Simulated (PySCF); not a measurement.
SMILES CC[S] (C₂H₅S), doublet, CAM-B3LYP/def2-SVP optimised geometry.

```
8

C     -0.68    -0.39    -1.13
C     -0.02     0.39     0.00
S      1.78     0.39     0.00
H     -0.38    -1.45    -1.11
H     -1.78    -0.34    -1.06
H     -0.38     0.02    -2.11
H     -0.34     0.00     0.99
H     -0.34     1.45     0.00
```

Density from PySCF 2.14.0 with unrestricted CAM-B3LYP/def2-TZVP at that geometry.

Minimum of the electron density along straight lines between bonded atoms, close to the bond critical point (lines longer than 1.1 times the sum of covalent radii, or with two minima, are not listed):

| bond | length / Å | ρ at the minimum / e bohr⁻³ | ∇²ρ there / e bohr⁻⁵ | position (fraction from the first atom) |
|---|---|---|---|---|
| C1–C2 | 1.520 | 0.251 | -0.64 | 0.49 |
| C2–S3 | 1.801 | 0.188 | -0.32 | 0.47 |
| C1–H4 | 1.100 | 0.274 | -0.93 | 0.64 |
| C1–H5 | 1.102 | 0.272 | -0.92 | 0.64 |
| C1–H6 | 1.100 | 0.274 | -0.93 | 0.64 |
| C2–H7 | 1.104 | 0.272 | -0.92 | 0.65 |
| C2–H8 | 1.104 | 0.272 | -0.92 | 0.65 |
